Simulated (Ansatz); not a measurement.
`[BH2][Ga]([BH2])[F]` + `N=CF` → `BN=CF` + `[BH2][GaH][F]` at 600 K and 1 bar (cleavage of the B–Ga bond).

Calculated with Ansatz (gas phase, PBE0-D4/def2-TZVP geometries, no zero-point term in ΔE). CCSD(T)/CBS adds triple-zeta CCSD(T) − MP2 to the extrapolated MP2 energy (def2 sets, frozen cores). This one scheme is used for every species. For Ga outer-core shells are correlated without core-valence functions, which leaves a few kJ/mol of doubt a bond. Scalar relativity is left out up to krypton. One conformer a species, not always the lowest.

```
              species  CCSD(T)/CBS energy (Eh)  H − E (kJ/mol)  S (J/(mol·K))
`[BH2][Ga]([BH2])[F]`              -2075.69014           165.5          422.8
               `N=CF`               -193.72220           115.2          286.5
              `BN=CF`               -219.13545           157.5          343.4
      `[BH2][GaH][F]`              -2050.32373           116.9          363.2
```

H − E and S are ideal-gas, rigid-rotor, harmonic terms from PBE0-D4/def2-TZVP, for one conformer and one mirror image of each species. 1 Eh = 2625.50 kJ/mol, R = 8.31446 J/(mol·K).

Q: By hand: ΔE, ΔH, ΔS and ΔG.

A: ΔE = (-219.13545) + (-2050.32373) − (-2075.69014) − (-193.72220) = -0.04684 Eh = -123.0 kJ/mol. Δ(H − E) = 157.5 + 116.9 − 165.5 − 115.2 = -6.3, so ΔH = -129.3 kJ/mol. ΔS = 343.4 + 363.2 − 422.8 − 286.5 = -2.7 J/(mol·K). ΔG = -129.3 − 600 × (-2.7)/1000 = -127.7 kJ/mol.

Q: By hand: the equilibrium constant, and the temperature at which ΔG would vanish if ΔH and ΔS stayed fixed.

A: log₁₀ K = −ΔG/(RT ln 10) = 11.1. ΔG = 0 at ΔH/ΔS = 47889 K, far beyond where these terms or the molecules hold.

The number of gas molecules stays the same, so ΔS is small and ΔH decides. A doubt of 5 kJ/mol in ΔE shifts log₁₀ K by 0.4 here. Other conformers and mirror images would add mixing entropy, several J/(mol·K) or more a flexible species. These are equilibria of isolated gas molecules and say nothing of rates. Largest T1 diagnostic: 0.015 (customary marks: 0.02 for closed shells, 0.045 for open ones).
